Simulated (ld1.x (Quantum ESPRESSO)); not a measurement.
Before and after: TM potential for nitrogen (N)

* Element: N (Z = 7)
* Generator: ld1.x (Quantum ESPRESSO) 7.5
* Type: norm-conserving Troullier–Martins (Kleinman–Bylander form)
* Functional: LDA (PZ)
* Relativity: non-relativistic
* Frozen core: [He]
* Valence charge: 5
* Reference configuration: 2s2 2p3
* Partial waves: 2p (bound): rc 1.75 bohr; 2s (bound): rc 0.85 bohr
* Local potential: the s channel
* Core correction: a·sin(br)/r model core inside 0.80 bohr

Change: type PAW; waves now 2s (bound): rcut 0.75, rcutus 0.85 bohr; 2s channel at 0.3 Ry: rcut 0.75, rcutus 0.85 bohr; 2p (bound): rcut 1.50, rcutus 1.75 bohr; 2p channel at 0.6 Ry: rcut 1.50, rcutus 1.75 bohr; local potential all-electron potential smoothed inside 1.55 bohr (lloc = -2); augmentation PSQ, inside the norm-conserving radii.

Cutoffs: the cutoffs (Ry, on a coarse ladder) from which the occupation-weighted sum of valence levels, in a spherical-Bessel basis at the reference potential, stays within 10 and 1 mRy of its value at 400 Ry; they do not see the model core or the augmentation charge, which bear on the density cutoff. Errors are all-electron minus pseudo energies relative to the spin-unpolarised reference configuration.

Question: How do hardness, ghosts and transferability respond?

Answer: The potential gets softer (55 Ry and 140 Ry → 45 Ry and 60 Ry); of the 9 tests that both files solve, the error grows in 0 and shrinks in 8 by more than 15 % and 0.3 meV (median size 47.2 → 3.7 meV); the range in which the s phases agree widens (upper end 3.7 → at the end of the scan); the range in which the p phases agree widens (upper end 2.7 → at the end of the scan); neither file shows a bound ghost. Several settings change at once here, so the effects cannot be laid on one of them.

```csv
quantity,base,changed
"cutoff, loose",55 Ry,45 Ry
"cutoff, tight",140 Ry,60 Ry
loose cutoff by channel (10 mRy a level),"p 35 Ry, s 45 Ry","s 40 Ry, p 18 Ry"
bound ghosts,none,none
"error for 2s2 2p2, meV [ΔE 13.74 eV]",+23,+3.7
"error for 2s2 2p1, meV [ΔE 42.71 eV]",+234,+4.7
"error for 2s2 2p0, meV [ΔE 89.88 eV]",+1036,-12
"error for 2s2 2p3.3, meV [ΔE -1.67 eV]",+0.2,+0.3
"error for 2s1 2p4, meV [ΔE 11.17 eV]",+11,+1.3
"error for 2s0 2p5, meV [ΔE 22.39 eV]",+47,-1.6
"error for 2s1 2p3, meV [ΔE 25.16 eV]",-29,-1.0
"error for 2s2 2p3 (spin-polarised), meV [ΔE -2.89 eV]",+181,+17
"error for 2s2 2p2 (spin-polarised), meV [ΔE 12.05 eV]",+132,+9.8
s: phases at 1.91 bohr within 0.05 rad from the reference energy up to (Ry; the scan ends near 5),3.7,to the end of the scan
p: phases at 1.91 bohr within 0.05 rad from the reference energy up to (Ry; the scan ends near 5),2.7,to the end of the scan
```
